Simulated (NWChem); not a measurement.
System meant: C$_{5}$H$_{2}$FN; SMILES F/C(=C/C#C)C#N

NWChem input:

```
start job
memory heap 200 mb stack 900 mb global 1100 mb
geometry units angstroms noautoz
  C      0.221189    -2.807156     0.000000
  C     -0.344977    -1.718995     0.000000
  C     -1.025481    -0.482438     0.000000
  C     -0.410729     0.734339     0.000000
  F     -1.138210     1.860305     0.000000
  C      1.004967     0.941140     0.000000
  N      2.163078     1.135193     0.000000
  H      0.732414    -3.760206     0.000000
  H     -2.129394    -0.474014     0.000000
end
basis spherical
  * library def2-svp
end
dft
  xc b3lyp
  iterations 4
  mulliken
end
task dft energy
```

End of the output:

```
    Atom       Charge   Shell Charges
 -----------   ------   -------------------------------------------------------
    1 C    6     6.05   1.97  0.63  0.36  1.82  1.22  0.05
    2 C    6     5.99   1.97  0.62  0.30  1.84  1.18  0.08
    3 C    6     6.01   1.96  0.60  0.30  1.89  1.17  0.09
    4 C    6     5.95   1.96  0.61  0.28  1.85  1.05  0.19
    5 F    9     9.04   1.98  1.02  0.73  3.21  2.09  0.01
    6 C    6     6.04   1.97  0.65  0.30  1.88  1.15  0.10
    7 N    7     7.02   1.98  0.87  0.59  2.04  1.48  0.05
    8 H    1     0.95   0.60  0.27  0.08
    9 H    1     0.94   0.62  0.26  0.07

 center of mass
 --------------
 x =  -0.00037472 y =   0.12085642 z =   0.00000000

 moments of inertia (a.u.)
 ------------------
         885.383868290117          -0.000000000000           0.000000000000
          -0.000000000000         441.940498235051           0.000000000000
           0.000000000000           0.000000000000        1327.324366525168

     Multipole analysis of the density
     ---------------------------------

     L   x y z        total         alpha         beta         nuclear
     -   - - -        -----         -----         ----         -------
     0   0 0 0     -0.000000    -24.000000    -24.000000     48.000000

     1   1 0 0     -0.929118     -0.464559     -0.464559     -0.000000
     1   0 1 0     -0.838436     -0.419218     -0.419218      0.000000
     1   0 0 1     -0.000000     -0.000000     -0.000000      0.000000

     2   2 0 0    -31.469793   -129.526469   -129.526469    227.583145
     2   1 1 0     -2.770616     -1.445686     -1.445686      0.120756
     2   1 0 1     -0.000000     -0.000000     -0.000000      0.000000
     2   0 2 0    -26.545002   -244.722561   -244.722561    462.900119
     2   0 1 1      0.000000      0.000000      0.000000      0.000000
     2   0 0 2    -29.172978    -14.586489    -14.586489      0.000000

 ------------------------------------------------------------------------
 dft energy failed                                                                                  0
 ------------------------------------------------------------------------
 ------------------------------------------------------------------------
  current input line :
    22: task dft energy
 ------------------------------------------------------------------------
 ------------------------------------------------------------------------
 This type of error is most commonly associated with calculations not reaching convergence criteria
 ------------------------------------------------------------------------
 For more information see the NWChem manual at https://nwchemgit.github.io

0:dft energy failed:Received an Error in Communication
```

### Question
Can this run be used? If not, why, and what is the fix?

### Answer
The run did not converge; its last values are not results. Cause: the SCF was allowed too few iterations. This input runs:
```
start job
memory heap 200 mb stack 900 mb global 1100 mb
geometry units angstroms noautoz
  C      0.221189    -2.807156     0.000000
  C     -0.344977    -1.718995     0.000000
  C     -1.025481    -0.482438     0.000000
  C     -0.410729     0.734339     0.000000
  F     -1.138210     1.860305     0.000000
  C      1.004967     0.941140     0.000000
  N      2.163078     1.135193     0.000000
  H      0.732414    -3.760206     0.000000
  H     -2.129394    -0.474014     0.000000
end
basis spherical
  * library def2-svp
end
dft
  xc b3lyp
  iterations 150
  mulliken
end
task dft energy
```
It converges to -345.94509 Ha (B3LYP/def2-SVP).
